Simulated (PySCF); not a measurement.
Match the calculated data to a structure.

All candidates are C6H8ClFO.

- UV, strongest line: among the 6 lowest singlet transitions: S3 at 7.31 eV (170 nm, f = 0.211) [TDDFT PBE0/def2-SVPD]
- Rotational structure: rotational constants A, B, C: 1.781, 0.921, 0.713 GHz [GFN2-xTB]
- 13C NMR: chemical shifts (computed TMS as zero) by class: 141.7 (1 C), 125.3 (1 C), 99.5 (1 C), 60.2 (1 C), 53.7 (1 C), 38.5 (1 C) ppm [GIAO PBE0/pcSseg-1]
- Triplet: lowest triplet excitation (Tamm–Dancoff): 4.46 eV [TDA PBE0/def2-SVPD]
- 1H NMR: chemical shifts (computed TMS as zero) by class: 6.21 (1 H), 5.60 (1 H), 5.47 (1 H), 4.49 (1 H), 3.47 (1 H), 2.71 (1 H), 2.54 (1 H), 2.44 (1 H) ppm [GIAO PBE0/pcSseg-1]
- Polarisability: 88.0 au [PBE0/def2-SVPD]
- UV, first state: lowest singlet excitation: 7.01 eV (177 nm, f = 0.003) [TDDFT PBE0/def2-SVPD]
- Dipole: 1.24 D [PBE0/def2-SVPD]
- NMR, other nuclei: isotropic shieldings of nuclei other than C and H, by class: 225 (1 O), 348 (1 F), 859 (1 Cl) ppm [GIAO PBE0/pcSseg-1]

Gas-phase values; electronic properties from PySCF, density fitting. Levels stand in brackets. Geometry: GFN2-xTB, one conformer, isolated molecule. NMR classes are plain means over equivalent atoms (diastereotopic ones count apart unless rotation or inversion swaps them), as if these changed places fast.

**Question.** Which candidate is it?
A. `C=CC[C@](C)(F)C(=O)Cl`
B. `C=CC[C@@H]1O[C@@]1(F)CCl`
C. `C[C@@]1(C(=O)Cl)C[C@@]1(C)F`
D. `FC[C@@H]1C=C[C@H](CCl)O1`

**Answer.** B. It is `C=CC[C@@H]1O[C@@]1(F)CCl`. Numbering: `[CH2:1]=[CH:2][CH2:3][C@@H:4]1[O:5][C@@:6]1([F:7])[CH2:8][Cl:9]`. Its formula, C6H8ClFO, gives 2 degrees of unsaturation: 1 ring and 1 π bond in the structure found. 6 carbons fall into 6 classes; from least to most shielded: alkene CH carbon [C2] (141.7 ppm), terminal =CH2 carbon [C1] (125.3 ppm), sp3 C–F carbon [C6] (99.5 ppm), ring sp3 carbon bound to oxygen [C4] (60.2 ppm), sp3 C–Cl carbon [C8] (53.7 ppm), allylic carbon [C3] (38.5 ppm). Hydrogen classes from least to most shielded: 1 H on an alkene CH carbon, C2 (6.21 ppm), 1 H on a terminal =CH2 carbon, C1 (5.60 ppm), 1 H on a terminal =CH2 carbon, C1 (5.47 ppm), 1 H on an sp3 C–Cl carbon, C8 (4.49 ppm), 1 H on an sp3 C–Cl carbon, C8 (3.47 ppm), 1 H on an allylic carbon, C3 (2.71 ppm), 1 H on an sp3 carbon bound to oxygen, C4 (2.54 ppm), 1 H on an allylic carbon, C3 (2.44 ppm). The other shieldings belong to: 225 ppm, epoxide oxygen [O5]; 348 ppm, alkyl fluorine [F7]; 859 ppm, alkyl chlorine [Cl9]. The optimised geometry has point group C1 and is an asymmetric top.

The others, at the same levels:
- `C=CC[C@](C)(F)C(=O)Cl` fails: its computed 13C shifts are 192.1 (1 C), 140.2 (1 C), 127.7 (1 C), 101.8 (1 C), 50.8 (1 C), 26.9 (1 C) ppm, 1H shifts are 6.41 (1 H), 5.54 (1 H), 5.42 (1 H), 2.72 (1 H), 2.27 (1 H), 1.64 (3 H) ppm and rotational constant A is 1.458 GHz (against 1.781 GHz).
- `FC[C@@H]1C=C[C@H](CCl)O1` fails: its computed 13C shifts are 141.4 (1 C), 133.7 (1 C), 92.7 (1 C), 92.4 (1 C), 87.6 (1 C), 51.8 (1 C) ppm, 1H shifts are 6.62 (1 H), 6.01 (1 H), 5.09 (1 H), 5.04 (1 H), 4.79 (1 H), 4.53 (1 H), 3.61 (1 H), 3.43 (1 H) ppm and rotational constant A is 2.591 GHz (against 1.781 GHz).
- `C[C@@]1(C(=O)Cl)C[C@@]1(C)F` fails: its computed 13C shifts are 187.2 (1 C), 91.3 (1 C), 39.8 (1 C), 32.3 (1 C), 19.9 (1 C), 16.9 (1 C) ppm, 1H shifts are 1.78 (3 H), 1.76 (3 H), 1.47 (1 H), 1.28 (1 H) ppm and rotational constant A is 2.262 GHz (against 1.781 GHz).

Each candidate is one conformer, not necessarily the lowest. The conformers computed, where there is a choice (atom-mapped SMILES and torsion angles):
- `[CH2:1]=[CH:2][CH2:3][C@@H:4]1[O:5][C@@:6]1([F:7])[CH2:8][Cl:9]`: C1–C2–C3–C4 118°, C2–C3–C4–O5 159°, O5–C6–C8–Cl9 140°
- `[CH2:1]=[CH:2][CH2:3][C@:4]([CH3:5])([F:6])[C:7](=[O:8])[Cl:9]`: C1–C2–C3–C4 115°, C2–C3–C4–C5 -178°, C3–C4–C7–O8 -71°
- `[F:1][CH2:2][C@@H:3]1[CH:4]=[CH:5][C@H:6]([CH2:7][Cl:8])[O:9]1`: F1–C2–C3–C4 47°, C5–C6–C7–Cl8 70°
- `[CH3:1][C@@:2]1([C:3](=[O:4])[Cl:5])[CH2:6][C@@:7]1([CH3:8])[F:9]`: C1–C2–C3–O4 168°
